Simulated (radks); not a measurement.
Zr0.75+, 39.25 electrons, occupied as [Kr] 4d(up 1.25, down 0) 5s2 (fractional occupations, a model configuration). Method: scalar-relativistic Kohn-Sham, r2SCAN, spin-polarised, spherical densities, finite nucleus; meta-GGA in the generalised Kohn-Sham scheme; Fermi nuclear charge, rms radius 4.2694 fm; computed with a radial shooting solver on a logarithmic mesh with Libxc functionals.

Normalised radial functions P(r) = r R(r), r in bohr:

r           4p up  4p down    4d up
0.004593   0.0061   0.0061   0.0000
0.006175   0.0103   0.0104   0.0001
0.008235   0.0172   0.0173   0.0002
0.01098    0.0283   0.0286   0.0004
0.01465    0.0459   0.0463   0.0010
0.01954    0.0728   0.0734   0.0022
0.02606    0.1117   0.1127   0.0047
0.03476    0.1639   0.1654   0.0098
0.04636    0.2260   0.2280   0.0201
0.06183    0.2848   0.2874   0.0392
0.08247    0.3129   0.3157   0.0725
0.11       0.2696   0.2720   0.1247
0.1479     0.1132   0.1142   0.1980
0.1972    -0.1389  -0.1403   0.2749
0.2631    -0.3961  -0.3998   0.3258
0.3509    -0.4911  -0.4953   0.3048
0.468     -0.2864  -0.2883   0.1728
0.6242     0.1840   0.1869  -0.0679
0.8325     0.6961   0.7027  -0.3642
1.11       0.9622   0.9673  -0.6161
1.481      0.8620   0.8608  -0.7295
1.975      0.5368   0.5305  -0.6754
2.656      0.2233   0.2174  -0.5050
3.542      0.0635   0.0645  -0.3091
4.724      0.0110   0.0113  -0.1436
6.301      0.0010   0.0010  -0.0461
8.404      0.0000   0.0000  -0.0089
11.21      0.0000   0.0000  -0.0009

4p up: eigenvalue -40.942 eV, 2 radial nodes at r = 0.170, 0.564 bohr, <r> = 1.36 bohr, 90 % of the charge inside 2.02 bohr. 4p down: eigenvalue -39.930 eV, 2 radial nodes at r = 0.170, 0.564 bohr, <r> = 1.35 bohr, 90 % of the charge inside 2.01 bohr. 4d up: eigenvalue -10.157 eV, 1 radial node at r = 0.581 bohr, <r> = 2.06 bohr, 90 % of the charge inside 3.30 bohr.
